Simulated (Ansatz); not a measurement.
Si(iPr)Cl3 (C₃H₇Cl₃Si), 14 atoms. Hardware: 2 threads of AMD EPYC 7R13 on a shared host and a share (18 GiB) of an NVIDIA H100 80GB HBM3.

Correlated methods freeze 23 core orbitals.

Question: How many basis functions does each of these Ansatz runs have, and roughly what does it cost? PBE-D4/def2-TZVP, charge 0 triplet at the geometry of the charge 0 singlet, energy, from earlier orbitals; BHLYP-D4/def2-TZVP, charge 0 singlet, energy and forces, from earlier orbitals; PBE-D4/def2-TZVP, charge 0 singlet, energy, from earlier orbitals; PBE-D4/def2-TZVP, charge 1 doublet, energy, from earlier orbitals; PBE-D4/def2-TZVP, charge 1 doublet at the geometry of the charge 0 singlet, energy, from earlier orbitals; CAM-B3LYP-D4/def2-TZVP, charge 0 singlet, energy, from earlier orbitals; r2SCAN-D4/def2-TZVP, charge 0 triplet at the geometry of the charge 0 singlet, energy, from earlier orbitals; MP2/def2-TZVP, charge 0 singlet, energy, from earlier orbitals; LC-ωPBE/def2-TZVP, charge 0 singlet, energy, from earlier orbitals; r2SCAN-D4/def2-TZVP, charge 0 singlet, energy, from earlier orbitals; PBE0-D4/def2-TZVP, charge 0 singlet, energy, from earlier orbitals; PBE0-D4/def2-TZVP, charge 1 doublet at the geometry of the charge 0 singlet, energy.

Answer: Other jobs shared the machine, so times can vary by a factor of up to 3.

```csv
run,functions,fitting or Cholesky vectors,wall time,peak host memory (GiB)
"CAM-B3LYP-D4/def2-TZVP, charge 0 singlet, energy, from earlier orbitals",283,1898,12 s,0.85
"PBE-D4/def2-TZVP, charge 0 triplet at the geometry of the charge 0 singlet, energy, from earlier orbitals",283,1868,13 s,0.89
"PBE0-D4/def2-TZVP, charge 0 singlet, energy, from earlier orbitals",283,1920,14 s,0.83
"BHLYP-D4/def2-TZVP, charge 0 singlet, energy and forces, from earlier orbitals",283,2116,15 s,0.95
"MP2/def2-TZVP, charge 0 singlet, energy, from earlier orbitals",283,1804,15 s,0.81
"r2SCAN-D4/def2-TZVP, charge 0 singlet, energy, from earlier orbitals",283,1868,16 s,0.85
"LC-ωPBE/def2-TZVP, charge 0 singlet, energy, from earlier orbitals",283,1868,17 s,0.84
"PBE-D4/def2-TZVP, charge 1 doublet at the geometry of the charge 0 singlet, energy, from earlier orbitals",283,1868,18 s,0.93
"PBE-D4/def2-TZVP, charge 0 singlet, energy, from earlier orbitals",283,1868,18 s,0.82
"PBE0-D4/def2-TZVP, charge 1 doublet at the geometry of the charge 0 singlet, energy",283,1920,19 s,0.91
"PBE-D4/def2-TZVP, charge 1 doublet, energy, from earlier orbitals",283,1868,21 s,0.87
"r2SCAN-D4/def2-TZVP, charge 0 triplet at the geometry of the charge 0 singlet, energy, from earlier orbitals",283,1868,22 s,1
```
